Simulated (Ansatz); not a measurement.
Geometry optimisation, RKS PBE0-D4/6-31G (Ansatz).

Input:

```yaml
crystal:
  periodic: [false, false, false]
  atoms:
    - { symbol: "N", position_ang: [-0.5025, 1.8917, 2.2724] }
    - { symbol: Si, position_ang: [-0.7953, 0.7284, 1.0889] }
    - { symbol: C, position_ang: [0.6942, -0.2813, 0.8662] }
    - { symbol: Si, position_ang: [0.465, -1.5582, -0.4083] }
    - { symbol: Si, position_ang: [0.3403, -0.6809, -2.5562] }
    - { symbol: H, position_ang: [-1.4279, 2.4424, 2.4221] }
    - { symbol: H, position_ang: [0.1244, 2.6398, 1.9149] }
    - { symbol: H, position_ang: [-1.0931, 1.4869, -0.1487] }
    - { symbol: H, position_ang: [-1.9521, -0.04, 1.5812] }
    - { symbol: H, position_ang: [0.9932, -0.7663, 1.8495] }
    - { symbol: H, position_ang: [1.5732, 0.3371, 0.6149] }
    - { symbol: H, position_ang: [1.5115, -2.5603, -0.3397] }
    - { symbol: H, position_ang: [-0.9116, -2.2911, -0.1307] }
    - { symbol: H, position_ang: [1.61745, 0.07474, -2.87284] }
    - { symbol: H, position_ang: [0.21122, -1.82093, -3.48577] }
    - { symbol: H, position_ang: [-0.7864, 0.19018, -2.70413] }
basis:
  gaussian: { orbitals: "6-31G" }
hamiltonian:
  xc: pbe0
  dispersion: d4
relax:
  f_tol: 0.015
  max_steps: 40
output:
  orbitals: {}
```

Run as:

```bash
$ ansatz run input.yaml --threads 1 --pin off --max-ram 2048MiB --backend cpu --events-out ev --progress --plain --runs-dir out
```

Question: Where does it end, and by what steps?

Answer: The run converged. Limits of this set-up: no polarisation functions. After 15 steps the energy has fallen by 1.134 eV; H6 moved furthest, 0.86 Å.

| step | energy less start (eV) | largest force component (eV/Å) | accepted |
| --- | --- | --- | --- |
| 0 | 0.0000 | 4.988 | yes |
| 1 | -0.8110 | 2.474 | yes |
| 2 | -1.0369 | 0.784 | yes |
| 3 | -1.0759 | 0.352 | yes |
| 4 | -1.1181 | 0.172 | yes |
| 5 | -1.1290 | 0.055 | yes |
| 6 | -1.1321 | 0.038 | yes |
| 7 | -1.1316 | 0.258 | no |
| 8 | -1.1325 | 0.225 | yes |
| 9 | -1.1336 | 0.077 | yes |
| 10 | -1.1336 | 0.057 | no |
| 11 | -1.1339 | 0.025 | yes |
| 12 | -1.1341 | 0.037 | yes |
| 13 | -1.1342 | 0.033 | yes |
| 14 | -1.1343 | 0.015 | yes |
| 15 | -1.1343 | 0.011 | yes |

```xyz
16
Properties=species:S:1:pos:R:3
N -0.653 2.156 2.241
Si -0.720 0.969 0.941
C 0.704 -0.298 0.900
Si 0.469 -1.678 -0.406
Si 0.263 -0.813 -2.592
H -1.135 2.031 3.116
H -0.120 3.007 2.178
H -0.710 1.709 -0.372
H -2.015 0.215 1.103
H 0.796 -0.767 1.888
H 1.649 0.224 0.698
H 1.636 -2.634 -0.377
H -0.769 -2.476 -0.084
H 1.368 0.170 -2.876
H 0.348 -1.919 -3.610
H -1.050 -0.104 -2.782
```

Whether the end is a true minimum wasn't checked by a vibrational analysis.

Run time: 93 s on 1 thread of Arm Neoverse V2, with other jobs on the host, peak memory 0.2 GiB.
